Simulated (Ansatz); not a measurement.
Geometry optimisation, RHF/def2-SVP in Ansatz 0.2.0.

The input (input.yaml):

```yaml
crystal:
  periodic: [false, false, false]
  atoms:
    - { symbol: F, position_ang: [0.8142, -1.6364, -0.8437] }
    - { symbol: B, position_ang: [0.6114, -0.1585, -0.8935] }
    - { symbol: Ga, position_ang: [-0.7399, 0.7604, 0.4191] }
    - { symbol: F, position_ang: [-1.5537, 0.5697, 0.1222] }
    - { symbol: H, position_ang: [1.4435, 0.5304, -0.4287] }
    - { symbol: H, position_ang: [-0.5335, -0.1296, 1.5783] }
basis:
  gaussian: { orbitals: def2-SVP }
hamiltonian:
  xc: hf
relax:
  f_tol: 0.015
  max_steps: 40
```

Command:

```bash
$ ansatz run input.yaml --threads 1 --pin off --max-ram 2048MiB --backend cpu --events-out ev --progress --plain --runs-dir out
```

Question: Where does it end, and by what steps?

Answer: The run converged. After 12 steps the energy has fallen by 85.559 eV; H6 moved furthest, 0.74 Å. The start is strongly strained (largest force component 384 eV/Å).

| step | energy less start (eV) | largest force component (eV/Å) | accepted |
| --- | --- | --- | --- |
| 0 | 0.0000 | 383.551 | yes |
| 1 | -71.7838 | 54.873 | yes |
| 2 | -78.4072 | 31.442 | yes |
| 3 | -82.7172 | 12.020 | yes |
| 4 | -84.5723 | 3.185 | yes |
| 5 | -85.2411 | 0.800 | yes |
| 6 | -85.4045 | 1.707 | yes |
| 7 | -85.5413 | 0.629 | yes |
| 8 | -85.5559 | 0.232 | yes |
| 9 | -85.5582 | 0.043 | yes |
| 10 | -85.5584 | 0.044 | yes |
| 11 | -85.5585 | 0.023 | yes |
| 12 | -85.5586 | 0.014 | yes |

```xyz
6
Properties=species:S:1:pos:R:3
F 1.036 -1.497 -1.135
B 0.909 -0.269 -0.679
Ga -0.685 0.195 0.677
F -2.081 0.957 -0.071
H 1.720 0.532 -1.065
H -0.856 0.019 2.226
```

The run took 18 s on 1 thread of Arm Neoverse V2, with other jobs on the host, peak memory 0.16 GiB.
